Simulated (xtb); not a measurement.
F₄Ge, charge -1, doublet, geometry from GFN2-xTB (a state made from the parent by changing its charge; the spin is typed, not shown lowest).

Here is a job for xtb.
```
$ xtb mol.xyz --gfn 2 --chrg -1 --uhf 1 --json

# file mol.xyz
5

F      1.43484093    -1.19785115    -0.12485680
Ge    -0.08011673     0.06688401     0.00697159
F      0.96042394     1.93370305    -0.00581249
F     -1.17003793    -0.43524924    -1.76159722
F     -0.94036746    -0.53841247     1.86747864
```

Task: What is the computed total energy (GFN2-xTB run with xtb)?

Result: -21.2859 Eh

Task: Give the partial charges in atom order at the level GFN2-xTB.

Result: F1 -0.37, Ge2 0.59, F3 -0.41, F4 -0.41, F5 -0.41
